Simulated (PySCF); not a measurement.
```xyz
3
charge 0 multiplicity 3, angstrom
Rh   -1.0230    0.0000   -0.7446
O    -2.5055    0.0000    0.0451
I     1.1469    0.0000    0.5990
```

Computed with UB3LYP in PySCF with Rh def2-SVP with ECP28, O def2-SVP, I def2-SVP with ECP28; scalar-relativistic core potentials, no spin–orbit coupling; density-fitted integrals.

This geometry of RhOI is a stationary point at this level.

Task: What is the point group?

Result: Cs.

Task: Is it a minimum?

Result: Yes: all harmonic wavenumbers are real.

Task: List the harmonic modes with their infrared intensities.

Result: 
| symmetry | ω (cm⁻¹) | IR (km/mol) |
| --- | --- | --- |
| a' | 105 | 7.5 |
| a' | 222 | 14.9 |
| a' | 931 | 71.9 |

Task: Give the atomic charges and bond orders.

Result: 
| atom | Mulliken | Löwdin | polar tensor | spin (Mulliken) | Mayer order to Rh1 |
| --- | --- | --- | --- | --- | --- |
| Rh1 | 0.37 | -0.22 | 0.88 | 1.20 | – |
| O2 | -0.27 | 0.00 | -0.53 | 0.79 | 1.97 |
| I3 | -0.10 | 0.22 | -0.35 | 0.01 | 1.25 |

Other isomers or separated fragments may lie lower. Other spin states or occupations of the open shell can lie lower. Spin–orbit coupling, left out here, can matter for elements this heavy.
